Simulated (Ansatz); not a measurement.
Computed with Ansatz (a first-principles code) with frozen-core CCSD(T)/def2-TZVPP // PBE0-D3(BJ)/def2-TZVP. The restricted HF reference is unstable towards unrestricted orbitals.

Ansatz 0.2 input:
```yaml
crystal:
  periodic: [false, false, false]
  atoms:
    - { symbol: C, position_ang: [-1.704591, -0.371959, 0.320476] }
    - { symbol: Si, position_ang: [-0.397268, 0.601153, -0.145111] }
    - { symbol: C, position_ang: [1.407363, -0.046972, -0.08519] }
    - { symbol: F, position_ang: [1.416372, -1.389383, 0.126797] }
    - { symbol: F, position_ang: [2.029453, 0.193979, -1.278626] }
    - { symbol: H, position_ang: [-1.563959, -1.401666, 0.627247] }
    - { symbol: H, position_ang: [-2.727249, -0.014671, 0.302365] }
    - { symbol: H, position_ang: [-0.485878, 2.015893, -0.562719] }
    - { symbol: H, position_ang: [2.025759, 0.413625, 0.69476] }
basis:
  gaussian: { orbitals: def2-TZVPP }
correlation:
  method: ccsd_t
```

Output:

```
Functional definition: HF
1353 factors; integrals over basis functions are off by at most 1.2e-3 eV
mean field evaluation 1: about -15394.8389 eV, gradient 4.3e1 eV
mean field evaluation 2: about -15395.0585 eV, gradient 4.4e1 eV
mean field evaluation 4: about -15399.5578 eV, gradient 3.9e0 eV
mean field evaluation 8: about -15399.6431 eV, gradient 4.0e-1 eV
mean field evaluation 16: about -15399.6442 eV, gradient 1.2e-6 eV
mean field -15399.64422352 eV, -565.9264869606 hartree, gradient 1.2e-6 eV, S^2 0.000000; 0 other end points of the search recorded, 0 dependent functions left out; unrestricted orbitals would lower it
9 core orbitals not correlated
reference -15399.64422352 eV, -565.9264869606 hartree; 15, 15 occupied and 198, 198 virtual orbitals, 1353 factors
second order -25.68701952 eV of doubles, -0.00000000 eV of singles
cycle   1  -25.79689282 eV  change   -1.1e-1 eV  update   1.1e-1
cycle   2  -26.40682679 eV  change   -6.1e-1 eV  update   3.6e-2
cycle   3  -26.55749727 eV  change   -1.5e-1 eV  update   1.9e-2
cycle   4  -26.54138618 eV  change    1.6e-2 eV  update   5.1e-3
cycle   5  -26.53894699 eV  change    2.4e-3 eV  update   2.4e-3
cycle   6  -26.54073837 eV  change   -1.8e-3 eV  update   7.8e-4
cycle   7  -26.54061813 eV  change    1.2e-4 eV  update   3.3e-4
cycle   8  -26.54045254 eV  change    1.7e-4 eV  update   1.3e-4
cycle   9  -26.54052115 eV  change   -6.9e-5 eV  update   5.0e-5
cycle  10  -26.54053832 eV  change   -1.7e-5 eV  update   1.5e-5
perturbative correction -0.99946667 eV, -0.0367297227 hartree
Total energy: -15427.18422852 eV, -566.9385634770 hartree
```

Cost: very roughly 4 core-minutes.
